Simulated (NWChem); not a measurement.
System: AuH3O; SMILES [OH2]->[AuH]

Excerpt of the output:

```
             Northwest Computational Chemistry Package (NWChem) 7.3.0
             --------------------------------------------------------

 CS  symmetry detected

                             Geometry "geometry" -> ""
                             -------------------------

 Output coordinates in angstroms (scale by  1.889725989 to convert to a.u.)

  No.       Tag          Charge          X              Y              Z
 ---- ---------------- ---------- -------------- -------------- --------------
    1 Au                  79.0000     0.00509746    -0.24221370     0.00000000
    2 H                    1.0000    -0.05216718    -1.79432895     0.00000000
    3 O                    8.0000     0.06712858     2.03042863     0.00000000
    4 H                    1.0000    -0.44378057     2.34289107    -0.77286686
    5 H                    1.0000    -0.44378057     2.34289107     0.77286686

 Effective nuclear repulsion energy (a.u.)     214.9464338960

      Symmetry information
      --------------------

 Group name             Cs
 Group number              2
 Group order               2
 No. of unique centers     4

                                 NWChem DFT Module
                                 -----------------

 Summary of "ao basis" -> "ao basis" (spherical)
 ------------------------------------------------------------------------------
       Tag                 Description            Shells   Functions and Types
 ---------------- ------------------------------  ------  ---------------------
 Au                         def2-svp                12       32   6s3p2d1f
 H                          def2-svp                 3        5   2s1p
 O                          def2-svp                 6       14   3s2p1d

      Symmetry analysis of basis
      --------------------------

        a'         41
        a"         20

            General Information
            -------------------
          SCF calculation type: DFT
          Wavefunction type:  closed shell.
          No. of atoms     :     5
          No. of electrons :    30
           Alpha electrons :    15
            Beta electrons :    15
          Charge           :     0
          Spin multiplicity:     1
          Use of symmetry is: on ; symmetry adaption is: on
          Maximum number of iterations: 150
          AO basis - number of functions:    61
                     number of shells:    27
          Convergence on energy requested:  1.00D-06
          Convergence on density requested:  1.00D-05
          Convergence on gradient requested:  5.00D-04

              XC Information
              --------------
                         MN15 Method XC Functional
                     Hartree-Fock (Exact) Exchange  0.440
                          MN15 Exchange Functional  1.000
                        MN15 Correlation Potential  1.000

             Grid Information
             ----------------
          Grid used for XC integration:  xcoarse
          Radial quadrature: Mura-Knowles
          Angular quadrature: Lebedev.
          Tag              B.-S. Rad. Rad. Pts. Rad. Cut. Ang. Pts.
          ---              ---------- --------- --------- ---------
          Au                  1.35       84           8.0       194
          H                   0.35       21          10.0       194
          O                   0.60       21          10.0       194
          Grid pruning is: on
          Number of quadrature shells:   147
          Spatial weights used:  Erf1

      Superposition of Atomic Density Guess
      -------------------------------------

 Sum of atomic energies:        -228.63308353

      Non-variational initial energy
      ------------------------------

 Total energy =    -211.080731
 1-e energy   =    -459.770798
 2-e energy   =     189.126801
 HOMO         =      -0.403736
 LUMO         =      -0.013528

      Symmetry analysis of molecular orbitals - initial
      -------------------------------------------------

  Numbering of irreducible representations:

     1 a'          2 a"

  Orbital symmetries:

     1 a'          2 a'          3 a'          4 a"          5 a'
     6 a'          7 a"          8 a'          9 a'         10 a"
    11 a'         12 a'         13 a"         14 a'         15 a'
    16 a'         17 a"         18 a'         19 a'         20 a'
    21 a"         22 a'         23 a"         24 a'         25 a'

     ---------------------------------------------
      Total Density - Mulliken Population Analysis
     ---------------------------------------------

    Atom       Charge   Shell Charges
 -----------   ------   -------------------------------------------------------
    1 Au  19    19.21   0.07 -0.48  1.82  0.61  0.85  0.42  5.58  0.45  0.07  8.76  1.04  0.00
    2 H    1     0.95   0.58  0.36  0.02
    3 O    8     8.53   1.99  1.08  0.61  2.97  1.87  0.00
    4 H    1     0.65   0.52  0.08  0.06
    5 H    1     0.65   0.52  0.08  0.06

   convergence    iter        energy       DeltaE   RMS-Dens  Diis-err
 ---------------- ----- ----------------- --------- --------- ---------
 d= 0,ls=0.0,diis     1   -212.3058417288 -2.72D+02  1.98D-02  7.02D-01
 d= 0,ls=0.0,diis     2   -212.2839168955  2.19D-02  1.27D-02  1.06D+00
 d= 0,ls=0.0,diis     3   -212.3890380576 -1.05D-01  1.23D-03  1.03D-02
 d= 0,ls=0.0,diis     4   -212.3899839474 -9.46D-04  4.78D-04  1.93D-03
 d= 0,ls=0.0,diis     5   -212.3901474682 -1.64D-04  1.07D-04  8.07D-05
  Resetting Diis
 d= 0,ls=0.0,diis     6   -212.3901553847 -7.92D-06  5.27D-05  1.31D-06
 d= 0,ls=0.0,diis     7   -212.3901557085 -3.24D-07  1.31D-05  4.06D-07
 d= 0,ls=0.0,diis     8   -212.3901556949  1.36D-08  6.14D-06  6.85D-07

         Total DFT energy =     -212.390155694912
      One electron energy =     -462.111796918928
           Coulomb energy =      212.269015065258
    Exchange-Corr. energy =      -22.110639781868
 Nuclear repulsion energy =       59.563265940626

 Numeric. integr. density =       29.997521976021

                  Occupations of the irreducible representations
                  ----------------------------------------------

                     irrep           alpha         beta
                     --------     --------     --------
                     a'               11.0         11.0
                     a"                4.0          4.0

                       DFT Final Molecular Orbital Analysis
                       ------------------------------------

 Vector   13  Occ=2.000000D+00  E=-3.198689D-01  Symmetry=a"
              MO Center=  3.4D-03, -2.4D-01,  5.2D-14, r^2= 8.8D-01
   Bfn.  Coefficient  Atom+Function         Bfn.  Coefficient  Atom+Function
  ----- ------------  ---------------      ----- ------------  ---------------
    19      0.872632  1 Au d  1              24      0.237058  1 Au d  1

 Vector   14  Occ=2.000000D+00  E=-3.198629D-01  Symmetry=a'
              MO Center=  3.0D-03, -2.4D-01, -4.9D-14, r^2= 8.8D-01
   Bfn.  Coefficient  Atom+Function         Bfn.  Coefficient  Atom+Function
  ----- ------------  ---------------      ----- ------------  ---------------
    18      0.757505  1 Au d  0              20     -0.433159  1 Au d  2
    23      0.205837  1 Au d  0              25     -0.117839  1 Au d  2

 Vector   15  Occ=2.000000D+00  E=-2.788046D-01  Symmetry=a'
              MO Center= -2.7D-02, -5.0D-01,  9.0D-14, r^2= 2.2D+00
   Bfn.  Coefficient  Atom+Function         Bfn.  Coefficient  Atom+Function
  ----- ------------  ---------------      ----- ------------  ---------------
     5      0.534897  1 Au s                  3     -0.468936  1 Au s
    20      0.431383  1 Au d  2               2      0.292984  1 Au s
     6      0.293280  1 Au s                 18      0.234346  1 Au d  0
    33      0.167850  2 H  s                 34      0.139642  2 H  s
    25      0.117613  1 Au d  2               1     -0.114650  1 Au s

 Vector   16  Occ=0.000000D+00  E= 7.576858D-03  Symmetry=a'
              MO Center= -3.9D-01,  9.0D-01,  1.4D-12, r^2= 5.1D+00
   Bfn.  Coefficient  Atom+Function         Bfn.  Coefficient  Atom+Function
  ----- ------------  ---------------      ----- ------------  ---------------
    40      0.602602  3 O  s                 14     -0.440953  1 Au py
     6     -0.436675  1 Au s                 53     -0.300326  4 H  s
    58     -0.300326  5 H  s                 34      0.288244  2 H  s
    20      0.260192  1 Au d  2              39      0.220639  3 O  s
    13      0.178981  1 Au px                33      0.169217  2 H  s

 Vector   17  Occ=0.000000D+00  E= 3.954169D-02  Symmetry=a"
              MO Center= -1.5D-02, -2.0D-01, -1.3D-11, r^2= 6.4D+00
   Bfn.  Coefficient  Atom+Function         Bfn.  Coefficient  Atom+Function
  ----- ------------  ---------------      ----- ------------  ---------------
    15      0.967906  1 Au pz                 9     -0.221555  1 Au pz
    43     -0.105621  3 O  pz                12      0.082224  1 Au pz
    46     -0.075815  3 O  pz                53     -0.063482  4 H  s
    58      0.063482  5 H  s                 52      0.028924  4 H  s
    57     -0.028924  5 H  s

 Vector   18  Occ=0.000000D+00  E= 4.547708D-02  Symmetry=a'
              MO Center=  1.9D-01, -2.6D-01,  1.2D-11, r^2= 6.2D+00
   Bfn.  Coefficient  Atom+Function         Bfn.  Coefficient  Atom+Function
  ----- ------------  ---------------      ----- ------------  ---------------
    13      0.965481  1 Au px                 7     -0.219566  1 Au px
     5      0.177206  1 Au s                 40     -0.164161  3 O  s
    34     -0.116352  2 H  s                 10      0.081932  1 Au px
     3     -0.076766  1 Au s                 41     -0.076971  3 O  px
    53      0.071052  4 H  s                 58      0.071052  5 H  s

     ---------------------------------------------
      Total Density - Mulliken Population Analysis
     ---------------------------------------------

    Atom       Charge   Shell Charges
 -----------   ------   -------------------------------------------------------
    1 Au  19    19.14   0.07 -0.49  1.92  0.52  0.85  0.45  5.57  0.47  0.11  8.24  1.43  0.00
    2 H    1     1.06   0.69  0.35  0.02
    3 O    8     8.23   1.99  1.05  0.62  2.92  1.64  0.01
    4 H    1     0.78   0.66  0.06  0.07
    5 H    1     0.78   0.66  0.06  0.07

     -------------------------------------------
      Total Density - Lowdin Population Analysis
     -------------------------------------------

    Atom       Charge   Shell Charges
 -----------   ------   -------------------------------------------------------
    1 Au  19    19.14   0.00  0.02  1.06  0.89  0.68  0.54  4.88  1.16  0.17  7.86  1.87  0.01
    2 H    1     1.13   0.60  0.47  0.06
    3 O    8     7.99   1.97  0.83  0.57  2.72  1.88  0.02
    4 H    1     0.88   0.55  0.16  0.17
    5 H    1     0.88   0.55  0.16  0.17

     Multipole analysis of the density
     ---------------------------------

     L   x y z        total         alpha         beta         nuclear
     -   - - -        -----         -----         ----         -------
     0   0 0 0     -0.000000    -15.000000    -15.000000     30.000000

     1   1 0 0     -0.594626     -0.008329     -0.008329     -0.577969
     1   0 1 0      1.875238    -12.793907    -12.793907     27.463051
     1   0 0 1     -0.000000     -0.000000     -0.000000      0.000000

     2   2 0 0    -23.598449    -12.572623    -12.572623      1.546797
     2   1 1 0     -3.329672     -0.024085     -0.024085     -3.281503
     2   1 0 1     -0.000000     -0.000000     -0.000000      0.000000
     2   0 2 0    -17.447353    -94.953629    -94.953629    172.459905
     2   0 1 1     -0.000000     -0.000000     -0.000000      0.000000
     2   0 0 2    -22.043255    -13.154707    -13.154707      4.266159

            General Information
            -------------------
          SCF calculation type: DFT
          Wavefunction type:  closed shell.
          No. of atoms     :     5
          No. of electrons :    30
           Alpha electrons :    15
            Beta electrons :    15
          Charge           :     0
          Spin multiplicity:     1
          Use of symmetry is: on ; symmetry adaption is: on
          Maximum number of iterations: 150
          AO basis - number of functions:    61
                     number of shells:    27
          Convergence on energy requested:  1.00D-06
          Convergence on density requested:  1.00D-05
          Convergence on gradient requested:  5.00D-04

              XC Information
              --------------
                         MN15 Method XC Functional
                     Hartree-Fock (Exact) Exchange  0.440
                          MN15 Exchange Functional  1.000
                        MN15 Correlation Potential  1.000

             Grid Information
             ----------------
          Grid used for XC integration:  xcoarse
          Radial quadrature: Mura-Knowles
          Angular quadrature: Lebedev.
          Tag              B.-S. Rad. Rad. Pts. Rad. Cut. Ang. Pts.
          ---              ---------- --------- --------- ---------
          Au                  1.35       84           8.0       194
          H                   0.35       21          10.0       194
          O                   0.60       21          10.0       194
          Grid pruning is: on
          Number of quadrature shells:   147
          Spatial weights used:  Erf1

          Convergence Information
          -----------------------
          Convergence aids based upon iterative change in
          total energy or number of iterations.
          Levelshifting, if invoked, occurs when the
          HOMO/LUMO gap drops below (HL_TOL):  1.00D-02
          DIIS, if invoked, will attempt to extrapolate
          using up to (NFOCK): 10 stored Fock matrices.

                    Damping( 0%)  Levelshifting(0.5)       DIIS
                  --------------- ------------------- ---------------
          dE  on:    start            ASAP                start
          dE off:    2 iters        150 iters           150 iters

                            NWChem DFT Gradient Module
                            --------------------------

  charge          =   0.00
  wavefunction    = closed shell

  Using symmetry

                         DFT ENERGY GRADIENTS

    atom               coordinates                        gradient
                 x          y          z           x          y          z
   1 Au      0.009633  -0.457718   0.000000   -0.001131  -0.010754   0.000000
   2 H      -0.098582  -3.390790   0.000000    0.000205   0.004055   0.000000
   3 O       0.126855   3.836954   0.000000    0.010701   0.003188   0.000000
   4 H      -0.838624   4.427422  -1.460507   -0.004887   0.001755  -0.003676
   5 H      -0.838624   4.427422   1.460507   -0.004887   0.001755   0.003676
```

Level: MN15/def2-SVP with def2 effective core potentials on Au. The geometry was optimised at PBE-D3(BJ)/def2-SVP. def2 effective core potentials on Au; no spin-orbit coupling.

Question: Reconstruct the input file.

Answer: One answer among several that fit: the input that was run:
```
start job
memory heap 200 mb stack 900 mb global 1100 mb
geometry units angstroms noautoz
  Au    -0.000645    -0.210187     0.018322
  H     -0.001109    -1.762267    -0.039890
  O     -0.000645     2.062417     0.081742
  H     -0.775552     2.374566    -0.426515
  H      0.770174     2.375817    -0.431430
end
basis spherical
  * library def2-svp
end
ecp
  Au library def2-ecp
end
dft
  xc mn15
  grid xcoarse
  iterations 150
  mulliken
end
task dft gradient
```
